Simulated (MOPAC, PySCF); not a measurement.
H2F3NSi, SMILES `F[Si](F)(N)F`, neutral singlet in the gas phase. 

Cartesian coordinates (Å):
```xyz
7

N      1.0597    -0.0183     0.1071
Si    -0.6216    -0.0546    -0.0214
F     -1.0636    -1.3916    -0.7655
F     -1.2936     1.1412    -0.8409
F     -1.2620     0.0055     1.4357
H      1.6545    -0.2917    -0.6674
H      1.5265     0.6095     0.7523
```
Charge 0, multiplicity 1.

All levels are single points at this geometry (PBE-D3(BJ)/def2-TZVP); Pople sets use spherical d functions. Orbital energies aren't observables, and empty levels follow the basis.

| level | HOMO (eV) | LUMO (eV) | gap (eV) | dipole (D) | vertical IE, Delta-SCF (eV) |
|---|---|---|---|---|---|
| PBE-D3(BJ)/def2-TZVP in PySCF | -7.10 | -0.52 | 6.58 | 2.83 | 11.17 |
| B3LYP/3-21G in PySCF | -7.79 | 1.05 | 8.85 | 3.23 | – |
| B3LYP/6-311+G** in PySCF | -8.58 | -0.79 | 7.79 | 3.07 | – |
| B3LYP/6-31G* in PySCF | -8.01 | 0.78 | 8.78 | 2.93 | 11.17 |
| M06-2X/6-31G* in PySCF | -9.86 | 2.03 | 11.89 | 2.97 | – |
| PBE/6-31G* in PySCF | -6.65 | 0.16 | 6.81 | 2.86 | 10.86 |
| HF/3-21G in PySCF | -12.49 | 5.28 | 17.76 | 3.50 | – |
| AM1 in MOPAC | -11.06 | 1.71 | 12.77 | 2.46 | – |
| PM7 in MOPAC | -11.08 | -0.26 | 10.83 | 3.48 | – |
